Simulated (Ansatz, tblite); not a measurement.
Forces on PbF₃⁻ at its r2SCAN-D4/def2-TZVPD geometry. Charge -1, multiplicity 1.

In the def2 sets Pb takes a core potential; there is no spin–orbit coupling. The xTB rows come from tblite. LC-ωPBE has ω = 0.4 bohr⁻¹. The structure comes from a short search, and lower isomers may exist.

GFN1-xTB (tblite), largest force 0.45 eV/Å:

```xyz
4
positions Å, forces eV/Å
Pb    0.498   -0.593    0.240    0.243   -0.290    0.117
F    -1.493   -0.495    0.962   -0.395   -0.067    0.208
F     0.014   -0.351   -1.810   -0.038   -0.033   -0.449
F     0.981    1.439    0.608    0.190    0.390    0.124
```

GFN2-xTB (tblite), largest force 0.70 eV/Å:

```
Pb 0.169 -0.201 0.081
F -0.563 -0.198 0.371
F 0.013 -0.143 -0.688
F 0.382 0.541 0.236
```

LC-ωPBE/def2-TZVPD (Ansatz), largest force 0.26 eV/Å:

```
Pb -0.158 0.189 -0.076
F 0.138 -0.018 -0.042
F 0.041 -0.027 0.137
F -0.021 -0.143 -0.019
```
